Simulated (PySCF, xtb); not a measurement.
SeFBr, SMILES F[Se]Br. Atoms are numbered in the order given.

```xyz
3

Se     0.4134     0.9220     0.0000
F     -1.2117     1.5633     0.0000
Br    -0.0900    -1.2977     0.0000
```
Charge 0, spin multiplicity 1.

The structure is a stationary point at ωB97X-D3(BJ)/def2-TZVP.

These are C-PCM-ωB97X/def2-SVP run with PySCF values and carry that method's errors.

The values are the electrostatic part of the solvation free energy, E(continuum) − E(gas) at the gas-phase geometry, in a cavity of scaled van der Waals radii (PySCF's table); cavitation and dispersion terms are not included. In vacuum the orbital gap is 8.98 eV. The dipole moment in vacuum is 1.64 D.

Task: Estimate the values in water (ε = 78.36), methanol (ε = 32.61), acetone (ε = 20.49). (Estimate from the structure and the level; the computed values follow.)

Result: 
| solvent | ε | ΔG(elec) (kcal/mol) | dipole (D) | gap (eV) |
|---|---|---|---|---|
| water | 78.36 | -2.6 | 2.05 | 9.08 |
| methanol | 32.61 | -2.6 | 2.04 | 9.07 |
| acetone | 20.49 | -2.5 | 2.03 | 9.07 |

For comparison, GFN2-xTB/ALPB(water) (xtb, at the GFN2-xTB geometry, all terms of that model) gives 0.0 kcal/mol.
